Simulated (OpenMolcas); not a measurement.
**Mn4+: moving or changing the point charges**

Mn4+ among 2 point charges of -2 e arranged as a linear pair (D∞h), 2.11 Å from the ion.

```
Program             : OpenMolcas
Method              : CASSCF
Basis               : ANO-RCC-VTZP [6s5p3d2f1g]
Scalar Hamiltonian  : DKH2, point nucleus
Active space        : 3 electrons in 5 orbitals (3d)
State averaging     : 2S+1 = 4 even, 10 roots; 2S+1 = 2 even, 40 roots
Spin-orbit coupling : RASSI with atomic mean-field integrals over the reference wave functions
```

Runs around this geometry, states (labels by Λ). Energies in cm-1 above the lowest state or level, χT in cm3 K/mol.

```tsv
R (Å)	q (e)	Ground state	First state of that spin	First gap with spin-orbit (degeneracies)	χT at 300 K	First state of another spin
2.11	-1.3	4Π	4Σ 57.3	281.2 (2, 2)	0.658	2Γ 20119
1.96	-2	4Π	4Σ 351.2	315.4 (2, 2)	0.755	2Γ 20288
2.11	-2	4Π	4Σ 120.9	308.0 (2, 2)	0.694	2Γ 20151
2.35	-2	4Σ	4Π 33.6	293.2 (2, 2)	0.664	2Γ 20131
```

The ground state changes within this set.

Without dynamic correlation the repulsion within the d shell is too large (B by tens of per cent), so at a given field states of lower spin stand too high. Spin-orbit coupling mixes the spin-free states strongly: the lowest level takes only 57 % from its leading state, 4Π (figures for R = 2.11, q = -1.3; the like holds for R = 1.96, q = -2, R = 2.11, q = -2, R = 2.35, q = -2). The ground term spreads over less than 5000 cm-1, several times less than with real ligands, so orbital moments are less quenched and χT lies further from the spin-only value than at real sites (holds for R = 2.11, q = -1.3; R = 2.11, q = -2; R = 2.35, q = -2). This is an electrostatic model: the charges have no orbitals. A group larger than the point group allows holds several states that coincide in this model. No measured value stands beside these numbers.
